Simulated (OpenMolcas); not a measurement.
**neutral platinum: effect of the basis set**

| Property | Result |
| --- | --- |
| Program | OpenMolcas |
| Method | CASSCF |
| Active space | 10 electrons in 6 orbitals (5d 6s) |
| State averaging | 2S+1 = 3 even, 15 roots; 2S+1 = 1 even, 20 roots kept (CI in the orbitals of an earlier block) |
| Spin-orbit coupling | RASSI with atomic mean-field integrals over the reference wave functions, term energies averaged over their components |

A. ANO-R1 [7s5p4d2f], X2C, finite nucleus; cost of the order of 12 core-seconds
B. ANO-RCC-VDZP [7s6p4d2f], DKH2, point nucleus; cost roughly 12 core-seconds
C. ANO-R2 [8s6p5d3f1g], X2C, finite nucleus; cost roughly 40 core-seconds
D. ANO-RCC-VTZP [8s7p5d3f1g], DKH2, point nucleus; cost roughly 13 core-seconds
E. ANO-RCC-VQZP [9s8p6d4f2g1h], DKH2, point nucleus; cost of the order of 15 core-seconds
F. ANO-R3 [9s7p6d4f2g2h], X2C, finite nucleus; cost roughly 14 core-seconds

Energies in cm⁻¹ above 5d⁹ 6s ³D₃, the measured ground level; measured values from NIST Handbook of Basic Atomic Spectroscopic Data.

| Level | A | B | C | D | E | F | Measured |
| --- | --- | --- | --- | --- | --- | --- | --- |
| 5d⁸ 6s² ³F₄ | -1840 | -649 | -1858 | -1606 | -1647 | -1810 | 824 |
| 5d⁹ 6s ³D₃ | 0.0 | 0.0 | 0.0 | 0.0 | 0.0 | 0.0 | 0.0 |
| 5d⁹ 6s ¹D₂ [58 %] | 564 | 948 | 558 | 651 | 635 | 575 | 776 |
| 5d⁸ 6s² ³F₃ | 7374 | 8664 | 7353 | 7578 | 7571 | 7384 | 10117 |
| 5d⁹ 6s ³D₁ | 10565 | 10666 | 10562 | 10532 | 10570 | 10543 | 10132 |
| 5d⁸ 6s² ³P₂ [65 %] | 15067 | 16035 | 15053 | 15212 | 15205 | 15073 |  |
| 5d⁸ 6s² ³P₀ [55 %] | 19394 | 19850 | 19368 | 19514 | 19523 | 19379 | 16983 |
| 5d⁸ 6s² ³P₁ | 19611 | 20783 | 19588 | 19807 | 19802 | 19614 | 18567 |
| 5d⁸ 6s² ¹G₄ | 22362 | 23475 | 22339 | 22560 | 22551 | 22366 | 21967 |
| 5d⁸ 6s² ¹D₂ [67 %] | 26672 | 27754 | 26655 | 26809 | 26829 | 26665 | 26639 |
| 5d¹⁰ ¹S₀ [55 %] | 27453 | 26714 | 27437 | 27253 | 27345 | 27375 | 6140 |

A puts 5d⁸ 6s² ³F₄ lowest. B puts 5d⁸ 6s² ³F₄ lowest. C puts 5d⁸ 6s² ³F₄ lowest. D puts 5d⁸ 6s² ³F₄ lowest. E puts 5d⁸ 6s² ³F₄ lowest. F puts 5d⁸ 6s² ³F₄ lowest.

Deviations, from unrounded energies. A percentage is the sum of absolute deviations over the sum of measured energies, with the sign that they share, or ± where signs differ.

```json
{"Against measurement": "mean absolute deviation (cm-1)", "Levels": "9", "A": "3500", "B": "3500", "C": "3500", "D": "3500", "E": "3500", "F": "3500"}
{"Against measurement": "fine structure of the ground term (%)", "Levels": "1", "A": "+4.3", "B": "+5.3", "C": "+4.2", "D": "+3.9", "E": "+4.3", "F": "+4.1"}
{"Against measurement": "other terms of the ground configuration (%)", "Levels": "1", "A": "-27.3", "B": "+22.2", "C": "-28.1", "D": "-16.1", "E": "-18.2", "F": "-25.9"}
{"Against measurement": "other configurations (%)", "Levels": "7", "A": "±30.2", "B": "±30.8", "C": "±30.2", "D": "±30.2", "E": "±30.4", "F": "±30.1"}
```

A, B, C, D, E, F lie about equally close to measurement. The largest miss of F in the table is 5d¹⁰ ¹S₀ [55 %], by +21000 cm-1. The ranking rests on the paired levels alone, and a cruder setting can come out closer through cancelling errors.

Among A to F the level of the table that moves most is 5d⁸ 6s² ³F₃, by 1300 cm-1 (lowest in C, highest in B).

Without dynamic correlation excited terms often stand tens of per cent too high (terms of higher spin than the ground term too low), and those without a measured partner can miss by more than the paired ones. Some levels mix across a computed gap that differs much from the measured one, so their mixing is not that of the real levels. Terms from blocks run as CI alone lack orbitals of their own. The lowest computed level is not the ground level that NIST lists (3D3). Configurations are named by rounded mean occupations; where the s occupation lies near a half they are strongly mixed, a name can repeat and a true partner stay unpaired. A single d shell beside an s shell can misplace configurations of different d count against each other. The lowest spin-free term belongs to 5d⁹ 6s, not to the configuration of the lowest level. Measured partners are found by configuration, term and J. A level has none where our copy of the source lacks it or the pairing is in doubt (some pairs that miss far off the trend of their configuration count as doubtful), and it then counts in no deviation. Levels of configurations outside the active space are missing. Levels that lie high or do not pair safely by name in every column are left out.

A share in square brackets marks a mixed level and gives the weight of the term that names it, the lowest over the columns.
